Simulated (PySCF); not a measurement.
Excitation energy of Cd²⁺ by level of theory

Cd²⁺ [Kr] 4d10 (1S) → Cd²⁺ [Kr] 4d9 5s1 (3D), as a difference of total energies. Calculation: PySCF 2.14, in def2-QZVPPD with the def2 core potential (28 electrons) (7s5p4d4f2g, 88 functions); a scalar-relativistic core potential. Correlated levels: valence: 4s2 4p6 frozen; valence and next inner shell: nothing frozen outside the core potential. The calculations carry no spin-orbit coupling.

```tsv
method	excitation energy (cm⁻¹)
UHF	78719
LDA	76592
PBE	76473
PBE0	78716
wB97M-V	81276
PBEsol	76713
B3LYP	76865
MP2 (valence)	85358
SCS-MP2 (valence)	85533
MP2 (valence and next inner shell)	82299
SCS-MP2 (valence and next inner shell)	82441
```

Q: Estimate what r2SCAN gives.

A: 77777 cm⁻¹, closest to B3LYP among the rows shown.

Q: Estimate what M06 gives.

A: 86980 cm⁻¹, closest to SCS-MP2 (valence) among the rows shown.
